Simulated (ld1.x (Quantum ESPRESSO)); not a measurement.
The numbers below are computed, except where a source is named.
## Potentials for oxygen (O) compared

Generated with ld1.x 7.5 (TM, RRKJ, ultrasoft, PAW), atompaw 4.2 or ONCVPSP 4.0.1. The cutoff is in Ry: for ld1.x and atompaw files where the sum of valence levels is converged to 10 mRy in a Bessel basis, for ONCV files where the hardest occupied wave has 1 mHa per electron of residual kinetic energy. The error is the largest all-electron minus pseudo excitation energy over each file’s own four to seven test configurations (ionisations up to +4, promotions, holes and added fractions of an electron), all of which were solved. The labels leave out finer settings (local radius, basis sizes, second energies), which also bear on the numbers. Spin-polarised tests are not counted. The rows are a selection from randomly drawn settings: files with unsolved tests, undetermined cutoffs or missed reference levels are left out.

```tsv
potential	cutoff (Ry)	largest error (meV)	bound ghosts
TM, revPBE, scalar-relativistic, rc 0.55/1.60 (sp), local smoothed, core correction no, reference 2s2 2p4	260	+2902	none
ultrasoft, PBEsol, scalar-relativistic, rc 0.70/1.95 (sp), local smoothed, core correction yes, reference 2s2 2p1	70	+737	none
TM semilocal, PBEsol, non-relativistic, rc 0.80/1.30 (sp), local p, core correction yes, reference 2s2 2p3	90	+1038	none
PAW, LDA (PZ), non-relativistic, rc 0.70/1.75 (sp), local smoothed, core correction yes, reference 2s2 2p2	70	-88	none
TM, LDA (PZ), scalar-relativistic, rc 0.75/0.95 (sp), local s, core correction yes, reference 2s2 2p4	140	+63	none
RRKJ, LDA (PZ), scalar-relativistic, rc 0.90/1.65/1.45 (spd), local s, core correction no, reference 2s2 2p3	70	+1019	none
TM, PBE, scalar-relativistic, rc 0.65/2.00/1.75 (spd), local p, core correction yes, reference 2s2 2p2.5	160	+914	none
```

Problem. Fill in the row for O: PAW, PBE, scalar-relativistic, rc 0.95/1.45/1.10 (spd), local smoothed, core correction yes, reference 2s2 2p2.

Solution. cutoff 35 Ry, largest error -37 meV, bound ghosts: none.

Problem. Fill in the row for O: ultrasoft, PBE, scalar-relativistic, rc 1.05/0.95/0.75 (spd), local smoothed, core correction no, reference 2s2 2p3.

Solution. cutoff 80 Ry, largest error +345 meV, bound ghosts: none.
